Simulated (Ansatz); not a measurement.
Reaction (formal hydrolysis of a B–N bond): `[SiH3]N([SiH3])BCl` + H₂O → `OBCl` + `[SiH3]N[SiH3]`

Program: Ansatz. Geometries: PBE0-D4/def2-TZVP. ΔE: electronic, gas phase. CCSD(T)/CBS is the MP2 limit (def2-TZVPP, def2-QZVPP) plus CCSD(T) − MP2 in def2-TZVPP, frozen cores. This one scheme is used for every species. Functionals use def2-TZVPP. HSE06 is defined as in plane-wave codes. Each species was taken in one conformer, which may not be the lowest.

| level | ΔE (kJ/mol) | difference from CCSD(T)/CBS |
| --- | --- | --- |
| LDA (SPW92) | -19.7 | -5.3 |
| revPBE-D4 | -15.4 | -1.0 |
| BLYP-D4 | -21.5 | -7.1 |
| PBE0-D4 | -18.9 | -4.5 |
| ωB97X-V | -23.7 | -9.3 |
| PBE-QIDH | -20.3 | -5.9 |
| PBE | -27.6 | -13.2 |
| r2SCAN | -26.3 | -11.9 |
| r2SCANh | -26.0 | -11.6 |
| HSE06 | -26.5 | -12.1 |
| BHLYP | -35.3 | -20.9 |
| RPA@PBE/def2-TZVPP | -18.0 | -3.6 |
| HF/def2-SVP | -45.9 | -31.5 |
| MP2/def2-TZVPP | -14.1 | 0.3 |
| HF/def2-QZVPP | -41.4 | -27.0 |
| MP2/def2-QZVPP | -12.1 | 2.3 |
| CCSD(T)/CBS | -14.4 | 0 |

Largest T1 diagnostic among the species: 0.012.

In def2-TZVPP, CCSD(T) changes the Hartree–Fock value by +24.0 kJ/mol (the triples alone add +3.6 kJ/mol) and MP2 by +27.6 kJ/mol. At CCSD(T), def2-SVP lies −15.4 kJ/mol from the extrapolated value and def2-TZVPP −3.2 kJ/mol. Leaving LDA and LC-ωPBE aside and taking each functional with its dispersion term where it has one, the values, not all of them listed here, spread over 13.6 kJ/mol, from B97M-V to revPBE-D4. LDA lies +7.9 kJ/mol from PBE without D4.

CCSD(T)/CBS has its own doubt, a few kJ/mol and more with outer-core shells, so smaller differences from it don't rank the levels.
